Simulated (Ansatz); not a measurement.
Geometry optimisation, RKS PBE/def2-SVP (Ansatz 0.2.0).

input.yaml

```yaml
crystal:
  periodic: [false, false, false]
  atoms:
    - { symbol: B, position_ang: [0.0, 0.0, 0.0] }
    - { symbol: Cl, position_ang: [0.0, 0.0, 2.21] }
    - { symbol: Cl, position_ang: [1.6108, 0.0, -0.93] }
    - { symbol: H, position_ang: [-1.0305, 0.0, -0.595] }
    - { symbol: S, position_ang: [0.4671, 2.0251, 0.6906] }
    - { symbol: H, position_ang: [1.5159, 1.9729, 1.6165] }
    - { symbol: H, position_ang: [0.2893, 1.2542, 1.8263] }
basis:
  gaussian: { orbitals: def2-SVP }
hamiltonian:
  xc: pbe
relax:
  f_tol: 0.15
  max_steps: 25
  restrain:
    - { distance: [0, 4], at: 3.09, k: 30.0 }
    - { distance: [6, 1], at: 2.57, k: 30.0 }
    - { distance: [0, 1], at: 1.86, k: 30.0 }
    - { distance: [6, 4], at: 1.4, k: 30.0 }
```

Launched with:

```bash
$ ansatz run input.yaml --threads 2 --pin off --max-ram 3072MiB --backend cpu --events-out ev --progress --plain --runs-dir out
```

Where does it end, and by what steps?

The forces met the threshold. The restraints hold the end off the free minimum. After 7 steps the energy has fallen by 3.989 eV (the restraints' own energy left out); Cl2 moved furthest, 0.89 Å. Parted: Cl2–H7 (1.34 → 2.57 Å).

```json
{"step": "0", "energy less start (eV)": "0.0000", "largest force component (eV/Å)": "7.360", "accepted": "yes"}
{"step": "1", "energy less start (eV)": "-1.2815", "largest force component (eV/Å)": "2.752", "accepted": "yes"}
{"step": "2", "energy less start (eV)": "-1.7821", "largest force component (eV/Å)": "2.339", "accepted": "yes"}
{"step": "3", "energy less start (eV)": "-2.2981", "largest force component (eV/Å)": "2.439", "accepted": "yes"}
{"step": "4", "energy less start (eV)": "-3.1881", "largest force component (eV/Å)": "1.640", "accepted": "yes"}
{"step": "5", "energy less start (eV)": "-3.8008", "largest force component (eV/Å)": "1.258", "accepted": "yes"}
{"step": "6", "energy less start (eV)": "-3.9649", "largest force component (eV/Å)": "0.995", "accepted": "yes"}
{"step": "7", "energy less start (eV)": "-3.9888", "largest force component (eV/Å)": "0.942", "accepted": "yes"}
```

```xyz
7
Properties=species:S:1:pos:R:3
B 0.058 -0.237 0.067
Cl -0.095 -0.785 1.804
Cl 1.560 -0.535 -0.779
H -0.924 0.156 -0.507
S 0.471 2.664 1.041
H 1.750 2.211 1.183
H 0.033 1.778 2.010
```

Time of the run: 18 s on 2 threads of Intel(R) Xeon(R) Platinum 8259CL CPU @ 2.50GHz (Skylake/Cascade Lake) (shared host), peak memory 0.14 GiB.
